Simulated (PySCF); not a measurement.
## C₆ coefficients of unlike pairs at UHF

Calculated with PySCF 2.14 from the dipole response of each species, C₆(A,B) = (3/π) ∫ α_A(iu) α_B(iu) du, in atomic units, from isotropic polarisabilities. For ions this is the dispersion term alone; charge-induced terms of lower order in 1/R come first.

```csv
species,configuration,basis,relativity,α (bohr³),C₆ (like pair)
Pb(3+),[Xe] 4f14 5d10 6s1 (2S),aug-cc-pwCVTZ-DK3 (11s10p8d5f1g),spin-free X2C,9.956,53.39
Ar(2+),[Ne] 3s2 3p4 (3P),dyall-acv3z (19s12p6d4f),none,4.798,16.81
Cr,[Ar] 3d5 4s1 (7S),aug-cc-pwCVTZ (10s9p7d4f3g),none,112.6,1033
Hf(3+),[Xe] 4f14 5d1 (2D),aug-cc-pVTZ-PP with ECP60MDF (6s6p5d3f2g),core potential,6.086,24.45
```

Question: Estimate C₆ for Hf(3+) with Pb(3+).

Answer: The integral gives 36.00. The combination rule 2 C_A C_B / (C_A α_B/α_A + C_B α_A/α_B) gives 35.95 and the geometric mean 36.13.

No spin-orbit coupling is included.

The other pairs:

| pair | C₆ |
| --- | --- |
| Cr, Ar(2+) | 89.19 |
| Hf(3+), Cr | 109.1 |
| Hf(3+), Ar(2+) | 20.20 |
| Cr, Pb(3+) | 170.7 |
| Ar(2+), Pb(3+) | 29.70 |
